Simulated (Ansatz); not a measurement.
Ansatz (a quantum-chemistry and plane-wave program) input (CCSD(T)/6-31G):

Ansatz 0.2 input:
```yaml
crystal:
  periodic: [false, false, false]
  atoms:
    - {symbol: Se, position_ang: [-0.00000000, -0.00000000, -1.69591529]}
    - {symbol: C, position_ang: [0.00000000, 0.00000000, 0.00000000]}
    - {symbol: Se, position_ang: [0.00000000, 0.00000000, 1.69591529]}
basis:
  gaussian:
    orbitals: 6-31G
total_charge: 1
magnetization: {spin_polarized: true, initial_magnetization: 1}
correlation: {method: ccsd_t, electrons: outside_noble_gas}
```

End of the output:

```
cycle   1  -4.84964732 eV  change   -8.4e-2 eV  update   1.3e-1
cycle   2  -5.23532528 eV  change   -3.9e-1 eV  update   6.1e-2
cycle   3  -5.49982532 eV  change   -2.6e-1 eV  update   4.5e-2
cycle   4  -5.55524522 eV  change   -5.5e-2 eV  update   1.9e-2
cycle   5  -5.57244816 eV  change   -1.7e-2 eV  update   7.4e-3
cycle   6  -5.58206035 eV  change   -9.6e-3 eV  update   3.4e-3
cycle   7  -5.58367848 eV  change   -1.6e-3 eV  update   1.1e-3
cycle   8  -5.58426523 eV  change   -5.9e-4 eV  update   4.2e-4
cycle   9  -5.58432524 eV  change   -6.0e-5 eV  update   1.5e-4
cycle  10  -5.58431977 eV  change    5.5e-6 eV  update   5.7e-5
cycle  11  -5.58431212 eV  change    7.6e-6 eV  update   2.3e-5
cycle  12  -5.58431066 eV  change    1.5e-6 eV  update   8.4e-6
coupled cluster: 0.11 GiB planned
perturbative correction -0.26729408 eV, -0.0098228763 hartree
Total energy: -131613.27479369 eV, -4836.6986379862 hartree
```

The determinant is spin-contaminated: <S^2> is 1.15 against 0.75 for a pure state.
